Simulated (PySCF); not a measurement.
PySCF input file for C9H8FNS, SMILES Cn1cccc1-c1sccc1F, B3LYP/pcSseg-1. Geometry optimised at PBE0-D3(BJ)/def2-SVP. This is a generated structure with no PubChem entry under its InChIKey; it may be hypothetical. Other conformers were not sampled.

```python
import numpy as np
from pyscf import gto, scf, dft
from pyscf.prop.nmr import rks as nmr

mol = gto.M(
    atom='''
    C    -1.57484948   -1.36521676    1.63992712
    N    -1.81719295   -0.32248783    0.67574325
    C    -3.04535323    0.22552725    0.43276833
    C    -2.91299569    1.21029738   -0.52448772
    C    -1.54694202    1.25855888   -0.87979792
    C    -0.88098377    0.29696364   -0.12770429
    C     0.53537771   -0.00801093   -0.13527518
    S     1.21667998   -1.59112347    0.10736908
    C     2.82003863   -1.03800562   -0.15681029
    C     2.85788097    0.29927768   -0.44328711
    C     1.56087907    0.86762907   -0.42921612
    F     1.35833685    2.15553663   -0.68235263
    H    -1.42804806   -2.34624638    1.15993063
    H    -0.68551028   -1.13630218    2.24392148
    H    -2.44057284   -1.43445994    2.31101572
    H    -3.92330073   -0.13090915    0.96766069
    H    -3.71638971    1.82592384   -0.92316188
    H    -1.07361785    1.91440727   -1.60597488
    H     3.65490516   -1.73158450   -0.07298054
    H     3.76266084    0.87260793   -0.64404676
    ''',
    basis='pcSseg-1',
    charge=0,
    spin=0,
    max_memory=1600,
    verbose=3,
)
mf = dft.RKS(mol, xc='b3lyp').density_fit(auxbasis='def2-universal-jkfit')
mf.grids.level = 3
mf.conv_tol = 1e-10
mf.max_cycle = 100
mf.kernel()
n = nmr.NMR(mf)
n.verbose = 2
n.max_cycle_cphf = 60
sigma = n.kernel()
print('atom   isotropic/ppm   span/ppm')
for i, s in enumerate(sigma):
    w = np.linalg.eigvalsh((s + s.T) / 2)
    print(f'{mol.atom_symbol(i):2s}{i + 1:3d} {w.mean():14.3f} {w[2] - w[0]:11.3f}')
```

Log of the run:

```
converged SCF energy = -900.478487952383
atom   isotropic/ppm   span/ppm
C   1        142.505      47.802
N   2         86.436     176.160
C   3         51.668     133.506
C   4         65.055     172.633
C   5         60.194     160.681
C   6         51.045     136.292
C   7         55.692     132.405
S   8        293.553     237.959
C   9         52.550     195.131
C  10         56.026     162.019
C  11         16.824      95.134
F  12        310.555     221.757
H  13         27.704      11.352
H  14         27.605       9.103
H  15         27.928      11.412
H  16         24.985       6.005
H  17         25.172       4.658
H  18         24.734       7.941
H  19         24.663       6.034
H  20         24.560       5.490
```

The run converged.

Cost: roughly 6 core-minutes.
